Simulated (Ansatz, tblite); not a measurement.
Forces on the cluster Be₁₀ at its PBE0/def2-SVP geometry. The state is a singlet with charge 0.

The xTB rows come from tblite. The restricted singlet is unstable towards broken spin symmetry in Hartree–Fock (as tested in another run); at PBE/def2-TZVP this wasn't settled. Another isomer (singlet) lies 0.17 eV lower at PBE0/def2-TZVP; other spin states weren't run for this one.

GFN1-xTB (tblite), largest force 0.81 eV/Å:

```xyz
10
positions Å, forces eV/Å
Be   -0.899   -1.110    1.122   -0.284   -0.184    0.213
Be   -1.278    0.640   -0.297   -0.711    0.357   -0.166
Be    1.722    0.177   -0.486    0.226   -0.074    0.019
Be    0.128   -0.408   -1.766   -0.072   -0.037   -0.393
Be    0.731   -1.636   -0.138    0.188   -0.143    0.034
Be    0.249    1.603   -1.416   -0.015   -0.286    0.247
Be    1.038   -0.291    1.438    0.199   -0.092    0.092
Be   -0.884    0.825    1.783    0.178   -0.154   -0.297
Be    0.588    1.610    0.600    0.026    0.387    0.104
Be   -1.395   -1.411   -0.839    0.265    0.227    0.149
```

GFN2-xTB (tblite), largest force 1.11 eV/Å:

```
Be -0.160 -0.013 0.047
Be 0.391 -0.196 0.090
Be -0.775 0.392 -0.184
Be -0.101 0.024 -0.137
Be -0.777 0.387 -0.180
Be 0.438 -0.816 0.607
Be -0.776 0.388 -0.180
Be 0.828 -0.544 -0.488
Be -0.072 0.153 0.020
Be 1.004 0.223 0.405
```

PBE/def2-TZVP (Ansatz), largest force 0.28 eV/Å:

```
Be 0.107 0.113 -0.117
Be 0.074 -0.037 0.017
Be -0.210 -0.017 0.056
Be -0.008 0.038 0.190
Be -0.093 0.198 0.016
Be -0.009 -0.210 0.180
Be -0.132 0.038 -0.173
Be 0.130 -0.113 -0.218
Be -0.053 -0.176 -0.060
Be 0.195 0.166 0.109
```
